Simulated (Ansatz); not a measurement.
Reaction (cleavage of the Ge–Al bond): `[Cl][Al]([Cl])[GeH3]` + `N[SiH2][SiH3]` → `[SiH3][SiH2][NH][GeH3]` + `[Cl][AlH][Cl]`

Isolated molecules relaxed with PBE0-D4/def2-TZVP in Ansatz; ΔE leaves out vibrations. CBS: MP2 limit from def2 TZ/QZ plus the TZ coupled-cluster correction, frozen cores. This one scheme is used for every species. Functionals use def2-TZVPP. HSE06 is defined as in plane-wave codes. For Ge outer-core shells are correlated without core-valence functions, which leaves a few kJ/mol of doubt a bond. Scalar relativity is left out up to krypton. One conformer a species, not always the lowest.

`[Cl][Al]([Cl])[GeH3]`:

Z-matrix (Å, degrees):
```
Ge
Al 1 2.455
H 1 1.538 2 110.1
H 1 1.538 2 110.1 3 118.7
H 1 1.536 2 111.5 3 -120.7
Cl 2 2.090 1 122.2 3 121.0
Cl 2 2.090 1 120.8 3 -59.0
```

`N[SiH2][SiH3]`:

Cartesian coordinates in Å:
```
N 1.553 0.094 0.884
Si 0.590 0.406 -0.511
Si -1.532 -0.524 -0.179
H 1.192 0.318 1.798
H 2.548 0.251 0.847
H 1.268 -0.231 -1.673
H 0.413 1.851 -0.865
H -2.122 -0.011 1.090
H -1.469 -2.007 -0.094
H -2.442 -0.146 -1.296
```

`[SiH3][SiH2][NH][GeH3]`:

Z-matrix (Å, degrees):
```
Si
Si 1 2.343
H 1 1.488 2 111.1
H 1 1.489 2 111.0 3 -121.1
H 1 1.491 2 109.7 3 119.4
N 2 1.723 1 110.1 3 -65.7
H 2 1.489 1 110.6 3 52.5
H 2 1.496 1 108.2 3 168.9
Ge 6 1.841 2 126.9 1 150.4
H 6 1.009 2 116.9 1 -46.4
H 9 1.538 6 108.1 2 -152.1
H 9 1.534 6 106.6 2 -32.2
H 9 1.543 6 111.8 2 87.8
```

`[Cl][AlH][Cl]`:

Z-matrix (Å, degrees):
```
Al
Cl 1 2.082
Cl 1 2.082 2 118.2
H 1 1.563 2 120.9 3 180.0
```

```csv
species,HSE06-D4 energy (Eh)
`[Cl][Al]([Cl])[GeH3]`,-3241.12347
`N[SiH2][SiH3]`,-637.67808
`[SiH3][SiH2][NH][GeH3]`,-2715.62394
`[Cl][AlH][Cl]`,-1163.16416
```

(1) Work out ΔE.

Largest T1 diagnostic among the species: 0.012.

Results:

(1) ΔE = (-2715.62394) + (-1163.16416) − (-3241.12347) − (-637.67808) = 0.01345 Eh = +35.3 kJ/mol. CCSD(T)/CBS gives +23.9 kJ/mol.

In def2-TZVPP, CCSD(T) changes the Hartree–Fock value by +9.2 kJ/mol (the triples alone add +0.4 kJ/mol) and MP2 by +4.8 kJ/mol. Leaving LDA and LC-ωPBE aside and taking each functional with its dispersion term where it has one, the values, not all of them listed here, spread over 22.8 kJ/mol, from B97M-V to PBE-D4.
